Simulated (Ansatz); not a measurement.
Geometry optimisation, RKS PBE0-D4/def2-SVP in Ansatz.

input.yaml

```yaml
crystal:
  periodic: [false, false, false]
  atoms:
    - { symbol: Ga, position_ang: [-0.8779, 1.5655, 0.0589] }
    - { symbol: "N", position_ang: [0.2864, -0.303, 0.5389] }
    - { symbol: C, position_ang: [0.1022, -1.5237, -0.2365] }
    - { symbol: H, position_ang: [-1.7799, 1.3508, -1.1826] }
    - { symbol: H, position_ang: [-1.2706, 2.4068, 1.3035] }
    - { symbol: H, position_ang: [1.2388, 0.4684, 0.0103] }
    - { symbol: Cl, position_ang: [1.5899, 2.0609, -0.6442] }
    - { symbol: H, position_ang: [0.5748, -0.5169, 1.4894] }
    - { symbol: H, position_ang: [-0.1877, -1.2532, -1.2541] }
    - { symbol: H, position_ang: [-0.6945, -2.1367, 0.1973] }
    - { symbol: H, position_ang: [1.0186, -2.1187, -0.2808] }
basis:
  gaussian: { orbitals: def2-SVP }
hamiltonian:
  xc: pbe0
  dispersion: d4
relax:
  f_tol: 0.15
  max_steps: 25
  restrain:
    - { distance: [0, 6], at: 3.54, k: 30.0 }
    - { distance: [5, 1], at: 2.32, k: 30.0 }
    - { distance: [0, 1], at: 1.93, k: 30.0 }
    - { distance: [5, 6], at: 1.33, k: 30.0 }
```

Run as:

```bash
$ ansatz run input.yaml --threads 2 --pin off --max-ram 3072MiB --backend cpu --events-out ev --progress --plain --runs-dir out
```

Q: Where does it end, and by what steps?

A: The forces met the threshold. The restraints hold the end off the free minimum. After 7 steps the energy has risen by 0.438 eV (the restraints' own energy left out); H6 moved furthest, 0.70 Å. Parted: Ga1–Cl7. Joined: H6–Cl7.

```csv
step,energy less start (eV),largest force component (eV/Å),accepted
0,0.0000,2.788,yes
1,0.8364,2.280,yes
2,0.9773,1.928,yes
3,0.7920,1.382,yes
4,0.4764,0.778,yes
5,0.4607,1.021,yes
6,0.4966,1.009,no
7,0.4383,0.978,yes
```

```xyz
11
Properties=species:S:1:pos:R:3
Ga -1.111 1.228 0.226
N -0.070 -0.309 0.603
C -0.004 -1.504 -0.211
H -1.763 1.234 -1.191
H -1.185 2.283 1.371
H 1.668 0.987 -0.195
Cl 2.177 2.039 -0.799
H 0.257 -0.448 1.554
H -0.376 -1.286 -1.224
H -0.619 -2.335 0.185
H 1.026 -1.890 -0.320
```

Run time: 25 s on 2 threads of Intel(R) Xeon(R) Platinum 8488C (Sapphire Rapids), on a shared host, peak memory 0.28 GiB.
